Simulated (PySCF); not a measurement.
## How methods differ on the excitation energy of O

O [He] 2s2 2p4 (3P) → O [He] 2s1 2p5 (3P), as a difference of total energies. Computed with PySCF 2.14 in aug-cc-pVTZ-DK, with the spin-free X2C one-electron Hamiltonian (Gaussian nucleus). Correlated levels: valence: 1s2 frozen. The calculations carry no spin-orbit coupling.

```
           method  excitation energy (eV)
              UHF                  16.926
    MP2 (valence)                  16.061
SCS-MP2 (valence)                  15.994
   CCSD (valence)                  15.642
CCSD(T) (valence)                  15.315
```

Question: How much does correlation contribute at CCSD(T) (valence)?

Answer: 15.315 − (16.926) = -1.611 eV, measured against UHF.

The upper state lies above the first ionisation limit, where it may autoionise and the basis confines it.

The coupled-cluster amplitudes are large for the upper state (T1 above 0.03 or a double amplitude above 0.15), so a single reference is strained.
